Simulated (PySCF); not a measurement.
**Simulated absorption spectrum**

Species: potassium bromide, KBr.
Cartesian coordinates in Å at the PBE0-D3(BJ)/def2-SVP level; atoms count from 1:
```
atom  x, y, z in Å
K1     1.4220   -0.0080   -0.0030
Br2   -1.4165    0.0106   -0.0253
```

Level of theory: TDDFT CAM-B3LYP/def2-SVPD, vertical, gas phase, core orbitals frozen in the response (PySCF 2.14.0, density-fitted response routines). Relativistic effects, spin–orbit coupling among them, are left out although an element past zinc is present.

Computed states:

```tsv
state	E (eV)	f
S1	3.84	0.017
S2	3.84	0.017
S3	4.21	0.089
S4	5.27	0.0000
S5	5.27	0.0000
S6	5.30	0.0000
S7	5.36	0.021
S8	5.50	0.055
S9	5.50	0.056
```

Broadening: Gaussians 0.25 eV wide at half height, area fixed by f = 4.319×10⁻⁹ ∫ε dν̃. The width is an assumption, not a result. The curve ends short of the highest state used, and states not computed would add to its high-energy end.

(1) Give the broadened spectrum and its maxima.

(2) Does any computed singlet lie in the visible range?

(3) Coming from long wavelengths, where does ε first pass 100 L mol⁻¹ cm⁻¹?

(4) On this curve, what absorbance would a 10⁻⁵ mol/L sample give at 266 nm over a 1 cm path?

## Answers

(1) 
```tsv
λ (nm)	ε (L mol⁻¹ cm⁻¹)
253.1	0
256.0	0
259.0	0
262.0	0
265.0	1
268.0	4
271.0	26
274.0	117
277.0	414
280.0	1160
283.0	2610
285.9	4697
288.9	7126
291.9	9004
294.9	9585
297.9	8699
300.9	6842
303.9	4820
306.9	3295
309.9	2556
312.8	2523
315.8	2913
318.8	3385
321.8	3648
324.8	3555
327.8	3120
330.8	2473
333.8	1780
336.8	1168
339.8	703
342.7	397
345.7	204
348.7	97
351.7	43
354.7	18
357.7	7
```

Maxima: 323 nm (3.84 eV), ε about 3700, made up of S1 (50%) and S2 (50%); 295 nm (4.21 eV), ε about 9600, made up of S3 (100%) (ε in L mol⁻¹ cm⁻¹; maxima over ε = 5, shares over 10%). At its high-energy end, 4.90 eV, the curve is still rising (ε about 0.17, from S7).

(2) No computed singlet lies in the visible range (380 to 750 nm); the lowest, at 323 nm, stands 0.58 eV above its violet end (3.26 eV).

(3) At about 349 nm (3.56 eV), 0.28 eV below S1.

(4) 266 nm is 4.661 eV, where ε is about 1.1 L mol⁻¹ cm⁻¹, so A = ε c l ≈ 1.1e-05 (Beer–Lambert, with the gas-phase spectrum and the assumed width).

Hardware: Arm Neoverse N1, one thread (shared host). Cost: 13 s wall, 12 s CPU.
